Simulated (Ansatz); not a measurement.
## Cost against result

Saddle point of SiNH₃Cl₂O, singlet (SiNH₃Cl₂O ([NH2][Si]([OH])([Cl])[Cl]) → SiCl₂O ([O][Si]([Cl])[Cl]) + NH₃ (still joined by a long Si–N bond); bonds formed: N2–H4; bonds broken: O3–H4; bonds weakened to dative contacts: Si1–N2), PBE0-D4/def2-TZVP structure:

Si1  (-0.805, 0.159, 0.121)
N2  (0.985, -0.175, -0.129)
O3  (-1.091, -0.941, -0.955)
H4  (0.290, -0.894, -0.852)
Cl5  (-1.172, 2.120, -0.279)
Cl6  (-1.268, -0.157, 2.077)
H7  (1.506, -0.634, 0.607)
H8  (1.555, 0.523, -0.590)
(Å)

Barriers are electronic and count from the start structure reached by relaxing down the imaginary mode.

Computed with Ansatz 0.2.0 (basis: as named in each row); correlated methods freeze the cores. B3LYP uses VWN-RPA correlation. Extrapolation: Hartree–Fock as exp(−7.88 √X), correlation as X^−2.97.

Times are rough, for one single point on 4 threads of a shared host (Oxide Virtual Turin-like).

The estimate by CCSD(T) at an estimated basis limit (MP2 extrapolated from triple and quadruple zeta, plus CCSD(T) − MP2 in triple zeta) is 42.45 kcal/mol.

```tsv
method	basis	time (s)	barrier (kcal/mol)	method less estimate
HF	STO-3G	under 1	75.48	33.04
PBE-D4	STO-3G	under 1	27.34	-15.10
SPW92	def2-SVP	under 1	29.69	-12.75
PBE-D4	def2-SVP	under 1	32.87	-9.57
B3LYP-D4	6-31G	under 1	41.68	-0.77
PBE0-D4	def2-SVP	1	38.72	-3.72
SPW92	def2-TZVPP	1	31.84	-10.61
PBE-D4	def2-TZVPP	2	34.70	-7.75
BLYP-D4	def2-TZVPP	2	37.44	-5.00
B3LYP-D4	def2-TZVPP	2	41.29	-1.15
PBE0-D4	def2-TZVPP	2	39.82	-2.62
BHLYP-D4	def2-TZVPP	2	47.00	4.56
r2SCAN-D4	def2-TZVPP	2	38.74	-3.70
CAM-B3LYP-D4	def2-TZVPP	2	42.50	0.05
r2SCAN0-D4	def2-TZVPP	3	42.23	-0.22
wB97M-V	def2-SVP	3	40.59	-1.85
CCSD(T)	def2-SVP	3	41.55	-0.89
RPA on PBE	def2-TZVPP	4	40.96	-1.48
B2PLYP	def2-TZVPP	4	41.13	-1.32
PBE-QIDH	def2-TZVPP	4	42.01	-0.44
B97M-V	def2-TZVPP	4	42.18	-0.26
wB97X-V	def2-TZVPP	5	42.35	-0.10
wB97M-V	def2-TZVPP	6	41.96	-0.48
MP2	def2-QZVPP	14	40.71	-1.73
CCSD(T)	def2-TZVPP	70	42.14	-0.31
```

All methods are single points on the PBE0-D4 structures.

No T1 diagnostic of these runs exceeds 0.013.

Labels in which every atom is bracketed show which atoms are joined, not bond orders.
